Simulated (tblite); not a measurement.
Record of a relaxation.

Compound: C₄H₃OPS.
Bonds: O1–C2 (double), C2–C3, C3–P4 (aromatic), P4–C5 (aromatic), C5–C6 (aromatic), C6–S7 (aromatic), C3–S7 (aromatic). Hydrogens: H8 on C2; H9 on C5; H10 on C6.

Computed with GFN2-xTB (tblite), gas phase: L-BFGS steps from a force-field or distance-geometry start until the largest atomic force falls under 0.01 eV/Å. 14 of its 28 geometries are shown.

Step 0: E = -535.3316 eV, largest atomic force 10.329 eV/Å
```
atom  x, y, z in Å  |  force x, y, z in eV/Å
O1      2.561   -1.202    0.958   -1.148   0.560  -0.484
C2      2.246   -0.771   -0.127    0.897  -0.027  -0.911
C3      0.988   -0.158   -0.636    2.440  -2.389   4.923
P4      0.053   -0.305    0.934   -0.735  -1.412   5.331
C5     -1.671    0.311    0.937    0.698   0.906  -3.743
C6     -1.860    0.794   -0.405    2.569  -1.547   2.095
S7     -0.333    0.489   -1.181   -4.161   4.135  -8.501
H8      3.009   -0.814   -0.929   -0.183   0.119  -0.227
H9     -2.513    0.408    1.584    0.328  -0.367   0.824
H10    -2.471    1.253   -1.158   -0.705   0.023   0.692
```

Step 2: E = -538.7413 eV, largest atomic force 4.282 eV/Å
```
atom  x, y, z in Å  |  force x, y, z in eV/Å
O1      2.522   -1.186    0.951   -0.120   0.282  -0.816
C2      2.286   -0.771   -0.171   -1.543   0.432   0.523
C3      0.951   -0.202   -0.449   -3.420   0.458   2.535
P4      0.047   -0.360    1.119    0.113  -0.230   0.562
C5     -1.657    0.332    0.850    0.696  -0.505   0.803
C6     -1.780    0.762   -0.393    0.826   0.599  -2.829
S7     -0.402    0.604   -1.474    1.778  -0.476  -0.572
H8      3.011   -0.810   -0.945    0.661   0.042  -0.970
H9     -2.481    0.393    1.599    1.095  -0.189  -0.625
H10    -2.488    1.243   -1.110   -0.087  -0.412   1.390
```

Step 4: E = -539.5865 eV, largest atomic force 2.652 eV/Å
```
atom  x, y, z in Å  |  force x, y, z in eV/Å
O1      2.510   -1.176    0.931   -0.052   0.370  -1.183
C2      2.235   -0.747   -0.186   -0.949   0.133   0.707
C3      0.838   -0.205   -0.305   -0.759   0.433  -0.524
P4      0.030   -0.385    1.212   -0.828   0.197   0.299
C5     -1.614    0.328    0.816    0.712  -0.159  -0.314
C6     -1.709    0.760   -0.464    0.510   0.015  -0.629
S7     -0.369    0.626   -1.584    1.545  -1.132   1.835
H8      3.021   -0.804   -0.978   -0.898   0.326   0.040
H9     -2.428    0.380    1.578    0.889  -0.023  -0.928
H10    -2.504    1.228   -1.043   -0.170  -0.160   0.697
```

Step 6: E = -540.2319 eV, largest atomic force 1.624 eV/Å
```
atom  x, y, z in Å  |  force x, y, z in eV/Å
O1      2.509   -1.160    0.881   -0.614   0.364  -0.468
C2      2.132   -0.708   -0.192    0.550  -0.260   0.177
C3      0.743   -0.183   -0.265    0.792  -0.381   0.289
P4     -0.035   -0.383    1.278    0.422  -0.265   0.360
C5     -1.545    0.320    0.760   -0.262   0.122  -0.080
C6     -1.638    0.755   -0.527   -0.105  -0.087   0.380
S7     -0.243    0.555   -1.502    0.412  -0.086  -0.203
H8      2.947   -0.773   -0.992   -1.523   0.565   0.001
H9     -2.339    0.374    1.498   -0.032   0.146  -0.420
H10    -2.523    1.208   -0.962    0.362  -0.119  -0.037
```

Step 8: E = -540.3838 eV, largest atomic force 0.890 eV/Å
```
atom  x, y, z in Å  |  force x, y, z in eV/Å
O1      2.486   -1.148    0.870    0.226  -0.191   0.374
C2      2.121   -0.703   -0.198   -0.414   0.041   0.375
C3      0.756   -0.196   -0.239    0.086  -0.137   0.316
P4     -0.027   -0.396    1.310    0.129  -0.031  -0.055
C5     -1.535    0.320    0.748    0.479  -0.180   0.035
C6     -1.623    0.750   -0.530    0.591  -0.235   0.054
S7     -0.190    0.532   -1.492   -0.308   0.160  -0.164
H8      2.853   -0.734   -1.004   -0.389   0.359  -0.715
H9     -2.324    0.382    1.460   -0.549   0.170   0.097
H10    -2.507    1.197   -0.946    0.148   0.045  -0.316
```

Step 10: E = -540.4952 eV, largest atomic force 0.615 eV/Å
```
atom  x, y, z in Å  |  force x, y, z in eV/Å
O1      2.485   -1.151    0.880    0.499  -0.149  -0.117
C2      2.092   -0.698   -0.179    0.216  -0.139   0.225
C3      0.756   -0.210   -0.199   -0.563   0.229  -0.095
P4     -0.015   -0.411    1.345   -0.154   0.043   0.042
C5     -1.501    0.308    0.748   -0.264   0.028   0.212
C6     -1.575    0.734   -0.537    0.015  -0.050   0.138
S7     -0.155    0.519   -1.492   -0.113  -0.002   0.123
H8      2.736   -0.672   -1.063   -0.038   0.080  -0.201
H9     -2.340    0.399    1.422   -0.059   0.066  -0.135
H10    -2.474    1.185   -0.947    0.461  -0.107  -0.191
```

Step 12: E = -540.5380 eV, largest atomic force 0.554 eV/Å
```
atom  x, y, z in Å  |  force x, y, z in eV/Å
O1      2.516   -1.162    0.880    0.264   0.044  -0.485
C2      2.092   -0.702   -0.164   -0.075   0.063  -0.111
C3      0.743   -0.209   -0.188    0.149  -0.107   0.186
P4     -0.018   -0.413    1.355   -0.233   0.034   0.163
C5     -1.504    0.305    0.762   -0.200   0.076  -0.020
C6     -1.558    0.725   -0.526   -0.073  -0.003   0.097
S7     -0.155    0.516   -1.484    0.106  -0.073   0.098
H8      2.684   -0.643   -1.096    0.046  -0.062   0.177
H9     -2.359    0.412    1.405   -0.120   0.030   0.050
H10    -2.432    1.177   -0.967    0.135  -0.002  -0.154
```

Step 15: E = -540.6034 eV, largest atomic force 0.420 eV/Å
```
atom  x, y, z in Å  |  force x, y, z in eV/Å
O1      2.620   -1.177    0.803   -0.046   0.024  -0.029
C2      2.082   -0.695   -0.171    0.167  -0.054  -0.043
C3      0.729   -0.224   -0.124    0.236  -0.175   0.300
P4     -0.068   -0.412    1.407   -0.003  -0.027   0.099
C5     -1.539    0.311    0.783    0.024   0.034  -0.132
C6     -1.536    0.711   -0.509   -0.041   0.074  -0.197
S7     -0.126    0.492   -1.445    0.121  -0.098   0.172
H8      2.614   -0.605   -1.127    0.059   0.051  -0.217
H9     -2.415    0.439    1.387   -0.160   0.015   0.138
H10    -2.351    1.166   -1.027   -0.357   0.156  -0.091
```

Step 17: E = -540.6289 eV, largest atomic force 0.248 eV/Å
```
atom  x, y, z in Å  |  force x, y, z in eV/Å
O1      2.678   -1.184    0.753    0.127  -0.099   0.175
C2      2.085   -0.694   -0.179    0.218  -0.101   0.062
C3      0.733   -0.244   -0.065   -0.001  -0.022   0.060
P4     -0.099   -0.413    1.448   -0.070   0.037  -0.029
C5     -1.560    0.318    0.784   -0.047   0.042  -0.069
C6     -1.526    0.709   -0.515   -0.131   0.069  -0.078
S7     -0.093    0.467   -1.407   -0.023  -0.019   0.092
H8      2.570   -0.577   -1.160   -0.012   0.069  -0.200
H9     -2.452    0.455    1.381    0.117  -0.023  -0.065
H10    -2.327    1.168   -1.063   -0.178   0.046   0.053
```

Step 19: E = -540.6386 eV, largest atomic force 0.166 eV/Å
```
atom  x, y, z in Å  |  force x, y, z in eV/Å
O1      2.702   -1.191    0.745    0.150  -0.066   0.028
C2      2.098   -0.699   -0.180    0.029  -0.035   0.085
C3      0.741   -0.253   -0.044   -0.003   0.011  -0.048
P4     -0.113   -0.410    1.456   -0.055   0.031  -0.028
C5     -1.569    0.323    0.779   -0.004   0.013  -0.028
C6     -1.534    0.713   -0.521   -0.038   0.012   0.003
S7     -0.085    0.458   -1.388   -0.061   0.039  -0.053
H8      2.563   -0.568   -1.177   -0.058   0.013   0.036
H9     -2.458    0.458    1.379    0.082  -0.009  -0.070
H10    -2.336    1.174   -1.072   -0.042  -0.010   0.075
```

Step 21: E = -540.6412 eV, largest atomic force 0.110 eV/Å
```
atom  x, y, z in Å  |  force x, y, z in eV/Å
O1      2.707   -1.195    0.751    0.035   0.011  -0.093
C2      2.103   -0.702   -0.175   -0.008  -0.014   0.059
C3      0.742   -0.253   -0.048    0.031  -0.010  -0.012
P4     -0.115   -0.408    1.452    0.013   0.002  -0.015
C5     -1.568    0.324    0.775    0.012   0.000  -0.008
C6     -1.539    0.716   -0.524    0.016  -0.003  -0.009
S7     -0.089    0.461   -1.391   -0.002   0.014  -0.045
H8      2.565   -0.570   -1.175   -0.048  -0.009   0.099
H9     -2.451    0.456    1.377   -0.025   0.012  -0.010
H10    -2.347    1.176   -1.065   -0.025  -0.003   0.033
```

Step 23: E = -540.6423 eV, largest atomic force 0.070 eV/Å
```
atom  x, y, z in Å  |  force x, y, z in eV/Å
O1      2.720   -1.198    0.745   -0.034   0.026  -0.056
C2      2.103   -0.703   -0.171    0.024  -0.013   0.012
C3      0.742   -0.254   -0.044    0.016  -0.011   0.019
P4     -0.118   -0.407    1.454    0.024  -0.004  -0.009
C5     -1.568    0.325    0.773   -0.002   0.001   0.000
C6     -1.537    0.716   -0.526    0.013  -0.002  -0.007
S7     -0.087    0.460   -1.391    0.013  -0.006   0.003
H8      2.555   -0.566   -1.173   -0.006  -0.003   0.030
H9     -2.453    0.458    1.373   -0.035   0.013   0.000
H10    -2.348    1.175   -1.063   -0.012   0.000   0.009
```

Step 25: E = -540.6425 eV, largest atomic force 0.016 eV/Å
```
atom  x, y, z in Å  |  force x, y, z in eV/Å
O1      2.724   -1.199    0.741   -0.005  -0.001  -0.001
C2      2.103   -0.703   -0.171    0.008  -0.002  -0.003
C3      0.742   -0.256   -0.040    0.001   0.000   0.001
P4     -0.120   -0.407    1.456    0.000   0.001   0.000
C5     -1.569    0.325    0.773   -0.002   0.001   0.002
C6     -1.536    0.715   -0.526    0.001  -0.002   0.004
S7     -0.084    0.458   -1.389    0.000  -0.001   0.003
H8      2.550   -0.564   -1.173    0.008   0.001  -0.004
H9     -2.456    0.460    1.371   -0.008   0.007  -0.012
H10    -2.346    1.175   -1.064   -0.002  -0.004   0.011
```

Step 27: E = -540.6425 eV, largest atomic force 0.009 eV/Å
```
atom  x, y, z in Å  |  force x, y, z in eV/Å
O1      2.724   -1.199    0.740    0.007  -0.006   0.002
C2      2.103   -0.703   -0.171   -0.004   0.001   0.003
C3      0.743   -0.256   -0.039    0.000   0.002  -0.006
P4     -0.119   -0.407    1.456   -0.004   0.001   0.005
C5     -1.569    0.325    0.773    0.002  -0.001   0.002
C6     -1.535    0.715   -0.526   -0.001  -0.001   0.003
S7     -0.084    0.458   -1.389   -0.003   0.002  -0.005
H8      2.551   -0.564   -1.174    0.006   0.001  -0.002
H9     -2.457    0.461    1.370   -0.001   0.004  -0.008
H10    -2.346    1.174   -1.064   -0.001  -0.003   0.006
```

Task: Summarise the path.

Result: The energy falls by 5.3109 eV from step 0 to step 27; nine tenths of that is first reached at step 6. It falls at every step. The largest force goes from 10.329 to 0.009 eV/Å. Among the bonds C3–S7 changes most, from 1.568 to 1.736 Å; the atoms move by 0.390 Å rms after alignment.

Task: Follow the three bonds and two angles with the largest change from start to end.

Result: 
```
step  E above end (eV)  largest force (eV/Å)  C3–S7 (Å)  C3–P4 (Å)  C5–C6 (Å)  C2–C3–S7 (°)  C3–S7–C6 (°)
   0            5.3109                10.329      1.568      1.833      1.439         179.6         131.0
   1            3.4382                 5.723      1.758      1.860      1.346         172.2         119.9
   2            1.9012                 4.282      1.879      1.817      1.322         156.7         105.5
   4            1.0560                 2.652      1.945      1.728      1.355         141.5          95.0
   5            0.5357                 1.989      1.795      1.722      1.360         135.2          94.4
   6            0.4107                 1.624      1.746      1.740      1.362         135.4          96.1
   7            0.3092                 1.010      1.729      1.747      1.351         133.8          96.2
   8            0.2587                 0.890      1.730      1.747      1.352         132.8          95.9
   9            0.1765                 0.825      1.740      1.742      1.352         130.6          94.7
  11            0.1172                 0.566      1.738      1.733      1.356         130.1          93.5
  12            0.1045                 0.554      1.735      1.733      1.356         129.9          93.2
  13            0.0813                 0.558      1.730      1.733      1.354         129.0          92.8
  14            0.0609                 0.568      1.729      1.734      1.353         127.6          92.6
  15            0.0391                 0.420      1.729      1.735      1.353         125.3          92.5
  16            0.0239                 0.312      1.729      1.735      1.356         123.1          92.6
  18            0.0074                 0.254      1.729      1.734      1.358         120.4          93.7
  19            0.0039                 0.166      1.730      1.734      1.358         120.4          94.1
  20            0.0022                 0.114      1.732      1.734      1.357         120.7          94.3
  21            0.0013                 0.110      1.733      1.734      1.356         120.9          94.3
  22            0.0006                 0.069      1.735      1.734      1.356         121.0          94.3
  23            0.0002                 0.070      1.736      1.734      1.356         120.8          94.2
  25            0.0000                 0.016      1.736      1.733      1.356         120.5          94.2
  26            0.0000                 0.014      1.736      1.733      1.357         120.5          94.2
  27            0.0000                 0.009      1.736      1.733      1.356         120.5          94.2
```
